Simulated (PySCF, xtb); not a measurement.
FGeH₆NSi, SMILES F[SiH2][NH][GeH3]. One conformer was computed; it need not be the lowest.

Harmonic wavenumbers (cm⁻¹) from GFN2-xTB (xtb 6.7.1) at its own minimum, in rising order: 50, 95, 126, 199, 276, 528, 534, 541, 582, 630, 729, 764, 795, 812, 818, 849, 942, 1141, 1951, 2029, 2076, 2276, 2327, 3443.

Problem. What does PySCF with B3LYP-D3(BJ)/def2-SVP give at its own minimum? (An estimate is asked for; the answer gives what the named calculation found.)

Solution. 58, 70, 176, 301, 397, 519, 582, 640, 749, 818, 838, 858, 868, 893, 934, 959, 983, 1191, 2119, 2129, 2159, 2255, 2269, 3576. Paired by order, the mean absolute difference is 86 cm⁻¹ and the zero-point energies are 35.0 and 37.7 kcal/mol.
